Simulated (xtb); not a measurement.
xtb input (GFN1-xTB):

```bash
xtb mol.xyz --gfn 1 --sp --chrg 0 --uhf 0
```
mol.xyz:
```
4

F     -1.83511558    -1.30651215    -0.31646808
Al    -0.94376122     0.05154650    -0.11602453
F     -1.70612338     1.49992810    -0.11888632
Br     1.26114419    -0.06888137     0.15504310
```

End of the output:

```
         :::::::::::::::::::::::::::::::::::::::::::::::::::::
         ::                     SUMMARY                     ::
         :::::::::::::::::::::::::::::::::::::::::::::::::::::
         :: total energy             -15.648422510026 Eh    ::
         :: gradient norm              0.023366785657 Eh/a0 ::
         :: HOMO-LUMO gap              4.651894675708 eV    ::
         ::.................................................::
         :: SCC energy               -15.683665361980 Eh    ::
         :: -> electrostatic           0.045147131467 Eh    ::
         :: repulsion energy           0.036120743920 Eh    ::
         :: dispersion energy         -0.000877891967 Eh    ::
         :: halogen bond corr.         0.000000000000 Eh    ::
         :: add. restraining           0.000000000000 Eh    ::
         :: total charge              -0.000000000000 e     ::
         :::::::::::::::::::::::::::::::::::::::::::::::::::::

           -------------------------------------------------
          |                Property Printout                |
           -------------------------------------------------

    * Orbital Energies and Occupations

         #    Occupation            Energy/Eh            Energy/eV
      -------------------------------------------------------------
         1        2.0000           -0.8375214             -22.7901
         2        2.0000           -0.8178554             -22.2550
         3        2.0000           -0.7634771             -20.7753
         4        2.0000           -0.5646679             -15.3654
         5        2.0000           -0.5433583             -14.7855
         6        2.0000           -0.5384573             -14.6522
         7        2.0000           -0.5369546             -14.6113
         8        2.0000           -0.5259127             -14.3108
         9        2.0000           -0.5174189             -14.0797
        10        2.0000           -0.5074472             -13.8083
        11        2.0000           -0.5023630             -13.6700
        12        2.0000           -0.4968388             -13.5197 (HOMO)
        13                         -0.3258848              -8.8678 (LUMO)
        14                         -0.1742268              -4.7410
        15                         -0.1516888              -4.1277
        16                         -0.1511453              -4.1129
        17                         -0.1497636              -4.0753
Note: The following floating-point exceptions are signalling: IEEE_DENORMAL
normal termination of xtb
        18                         -0.1079093              -2.9364
        19                         -0.0339151              -0.9229
        20                         -0.0315347              -0.8581
        21                          0.0131931               0.3590
        22                          0.0641950               1.7468
        23                          0.0871583               2.3717
       ...                                ...                  ...
        26                          0.7214502              19.6317
      -------------------------------------------------------------
                  HL-Gap            0.1709540 Eh            4.6519 eV
             Fermi-level           -0.4113618 Eh          -11.1937 eV

  Mulliken/CM5 charges         n(s)   n(p)   n(d)
     1F    -0.31745 -0.30202   1.776  5.541  0.000
     2Al    0.65529  0.55791   0.818  0.947  0.579
     3F    -0.31745 -0.30202   1.776  5.541  0.000
     4Br   -0.02040  0.04612   1.896  5.139 -0.014

Wiberg/Mayer (AO) data.
largest (>0.10) Wiberg bond orders for each atom

 ---------------------------------------------------------------------------
     #   Z sym  total        # sym  WBO       # sym  WBO       # sym  WBO
 ---------------------------------------------------------------------------
     1   9 F    1.196 --     2 Al   1.097
     2  13 Al   3.610 --     4 Br   1.416     1 F    1.097     3 F    1.097
     3   9 F    1.196 --     2 Al   1.097
     4  35 Br   1.530 --     2 Al   1.416
 ---------------------------------------------------------------------------

Topologies differ in total number of bonds
Writing topology from bond orders to xtbtopo.mol

 dipole moment from electron density (au)
     X       Y       Z
   0.2183  -0.0119   0.0268  total (Debye):    0.560

           -------------------------------------------------
          | TOTAL ENERGY              -15.648422510026 Eh   |
          | GRADIENT NORM               0.023366785657 Eh/α |
          | HOMO-LUMO GAP               4.651894675708 eV   |
           -------------------------------------------------

------------------------------------------------------------------------
------------------------------------------------------------------------
 total:
 SCF:
```
